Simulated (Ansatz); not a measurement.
GaHCl2O (SMILES [OH][Ga]([Cl])[Cl]): methods side by side

GaHCl2O: 5 atoms, total charge 0, spin state singlet. As SMILES, `[OH][Ga]([Cl])[Cl]`. Geometry: optimised at PBE0/def2-SVP.

```xyz
5

O     0.2542    1.3550    0.2457
Ga    0.1171   -0.3940    0.0554
Cl    1.5060   -1.6389    1.0623
Cl   -1.4141   -1.2449   -1.1609
H    -0.4133    1.8492   -0.2438
```

Quantity: the dissociation energy of the H5–O1 bond into doublet H and doublet GaCl2O (shapes relaxed at PBE0/def2-SVP, no zero-point term), in eV. The values are calculated.

```tsv
level	kind	program	value (eV)
HF/def2-SVP	Hartree–Fock	Ansatz	3.86
SVWN5/def2-SVP	LDA	Ansatz	5.97
PBE/def2-SVP	GGA	Ansatz	5.21
r2SCAN/def2-SVP	meta-GGA	Ansatz	5.19
PBE0-D4/def2-SVP	global hybrid	Ansatz	5.20
CAM-B3LYP/def2-SVP	range-separated hybrid	Ansatz	5.26
wB97M-V/def2-SVP	range-separated hybrid	Ansatz	5.39
B2PLYP/def2-SVP	double hybrid	Ansatz	5.24
RPA@PBE/def2-SVP	RPA	Ansatz	5.00
```

All-electron rows without a relativistic Hamiltonian named are non-relativistic. The values span 3.86 to 5.97 eV. Hartree–Fock misses the correlation of the electron pair that is broken and comes out low. Measured bond enthalpies also hold zero-point and thermal terms, a few tenths of an eV less.
